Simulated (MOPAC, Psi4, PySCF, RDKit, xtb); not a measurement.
Two geometries of SMILES OB(O)CS (CH5BO2S), relaxed at B3LYP-D3(BJ)/def2-SVP with one dihedral held; other torsions can differ between them too.

Structure A

```
10

O      1.8535    -0.2858     0.5361
B      0.6865     0.2042     0.0337
O      0.4977     1.5582     0.0429
C     -0.3902    -0.8374    -0.4727
S     -1.4892    -1.2572     0.9569
H      2.4197     0.4176     0.8819
H     -0.3748     1.8309    -0.2624
H      0.0551    -1.7563    -0.8813
H     -1.0696    -0.4234    -1.2339
H     -0.4979    -1.6527     1.7887
```

Structure B

```
10

O     -1.9126    -0.1788     0.1496
B     -0.6341     0.2816     0.0848
O     -0.3994     1.6062     0.3181
C      0.5185    -0.7240    -0.3304
S      1.3621    -0.1296    -1.8633
H     -2.5363     0.5279     0.3675
H      0.5022     1.8624     0.0812
H      1.3192    -0.7473     0.4267
H      0.1628    -1.7549    -0.4686
H      0.2538    -0.0526    -2.6362
```

Question: Which is lower in energy at the level Psi4 with DF-MP2 (frozen core)/cc-pVTZ // B3LYP-D3(BJ)/def2-SVP, and by how much?

Answer: B is lower, by 2.10 kJ/mol (dihedral O1–B2–C4–S5: 90° in A, 120° in B).

E(B) − E(A) in kJ/mol at the other levels, on the same two geometries: PBE0/def2-TZVP // B3LYP-D3(BJ)/def2-SVP (Psi4) -2.94; PBE0-D3(BJ)/def2-TZVP // B3LYP-D3(BJ)/def2-SVP (Psi4) -3.01; PBE/def2-TZVP // B3LYP-D3(BJ)/def2-SVP (Psi4) -3.13; PBE-D3(BJ)/def2-TZVP // B3LYP-D3(BJ)/def2-SVP (Psi4) -3.26; HF/cc-pVTZ // B3LYP-D3(BJ)/def2-SVP (Psi4) -1.26; UFF // B3LYP-D3(BJ)/def2-SVP (RDKit) -8.10; PM3, restricted, heats of formation // B3LYP-D3(BJ)/def2-SVP (MOPAC) 2.35; PM6, restricted, heats of formation // B3LYP-D3(BJ)/def2-SVP (MOPAC) 0.94; GFN1-xTB // B3LYP-D3(BJ)/def2-SVP (xtb) -0.51; restricted B3LYP/6-31G*, spherical d // B3LYP-D3(BJ)/def2-SVP (PySCF) -3.65; restricted BP86/6-31G*, spherical d // B3LYP-D3(BJ)/def2-SVP (PySCF) -4.25; restricted B3LYP/LANL2DZ, with its core potentials past Ne // B3LYP-D3(BJ)/def2-SVP (PySCF) -1.03; restricted Hartree-Fock/3-21G // B3LYP-D3(BJ)/def2-SVP (PySCF) -0.70.
